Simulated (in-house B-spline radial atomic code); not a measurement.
Radial electron density of Tl54+, [Ar] 3d9. Level of theory: Dirac-Hartree-Fock, average of configuration, Fermi nucleus of rms radius 5.4759 fm; calculated with an all-electron radial atomic-structure program (B-spline basis).

Columns: r (bohr), 4πr²n(r) (electrons per bohr), bar.

```
0.000407    3.021 #
0.000481    3.926 #
0.000568     5.08 ##
0.000671    6.555 ##
0.000792    8.417 ###
0.000936    10.78 ###
 0.00111    13.82 ####
 0.00131     17.5 #####
 0.00154     21.9 #######
 0.00182    27.42 ########
 0.00215    34.02 ##########
 0.00254     41.8 #############
   0.003    50.76 ###############
 0.00355    60.93 ##################
 0.00419     71.8 ######################
 0.00495    83.13 #########################
 0.00585    94.22 ############################
 0.00691    104.1 ###############################
 0.00816    111.9 ##################################
 0.00964    116.6 ###################################
  0.0114    117.5 ###################################
  0.0134      115 ###################################
  0.0159    109.9 #################################
  0.0188    104.7 ###############################
  0.0222    102.6 ###############################
  0.0262      106 ################################
  0.0309    115.8 ###################################
  0.0365    129.6 #######################################
  0.0431      142 ###########################################
   0.051    146.3 ############################################
  0.0602      139 ##########################################
  0.0711    123.3 #####################################
   0.084    108.7 #################################
  0.0992    104.7 ###############################
   0.117    111.8 ##################################
   0.138    119.2 ####################################
   0.164    112.3 ##################################
   0.193    87.56 ##########################
   0.228    53.47 ################
   0.269    24.87 #######
   0.318    8.303 ##
   0.376    1.904 #
   0.444   0.2872 
   0.525  0.02574 
    0.62 0.001308
```

On this grid the curve has 3 maxima, near 0.0114, 0.051, 0.138 bohr.

The 3d5/2 radial function P(r) = rR(r), positive near the nucleus, with its small component Q(r) (sign convention: Q ≈ (P' + κP/r)/2c):

```csv
r (bohr),P,Q
0.00495,0.003456,-0.0003388
0.00691,0.008757,-0.0008537
0.00964,0.02171,-0.002102
0.0134,0.05191,-0.004979
0.0188,0.1224,-0.0116
0.0262,0.2694,-0.02518
0.0365,0.5527,-0.05076
0.051,1.037,-0.09316
0.0711,1.705,-0.1491
0.0992,2.363,-0.2005
0.138,2.6,-0.2136
0.193,2.098,-0.1666
0.269,1.112,-0.08585
0.376,0.3237,-0.02451
0.525,0.04119,-0.003079
```
